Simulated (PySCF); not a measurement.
## Working out the ionisation energy of Hg⁺

Hg⁺ [Xe] 4f14 5d10 6s1 (2S) → Hg²⁺ [Xe] 4f14 5d10 (1S). Calculation: PySCF 2.14, in ANO-RCC-VTZP (8s7p5d3f1g, 84 functions); the spin-free X2C one-electron Hamiltonian (Gaussian nucleus). Frozen: [Kr] 4d10 4f14. Energies in hartree (1 hartree = 27.21139 eV):

```csv
part,Hg⁺ (lower),Hg²⁺ (upper)
UHF,-19618.874433,-19618.244720
MP2 opposite-spin,-0.372859,-0.336285
MP2 same-spin,-0.195404,-0.169823
```

**Question.** What does Hartree-Fock give?

**Answer.** (-19618.244720) − (-19618.874433) = 0.629713 hartree = 17.135 eV.

**Question.** What do MP2 and SCS-MP2 (6/5 opposite-spin, 1/3 same-spin) give?

**Answer.** The opposite-spin parts differ by 0.995 eV and the same-spin parts by 0.696 eV. MP2: 17.135 + (0.995) + (0.696) = 18.826 eV. SCS-MP2: 17.135 + 1.2 × (0.995) + (0.696)/3 = 18.561 eV.

Measured between the centres of the two terms (NIST): 18.757 eV, so MP2 (valence and next inner shell) is off by 0.069 eV.

What remains against the reference includes basis incompleteness, the frozen core and correlation beyond second order.
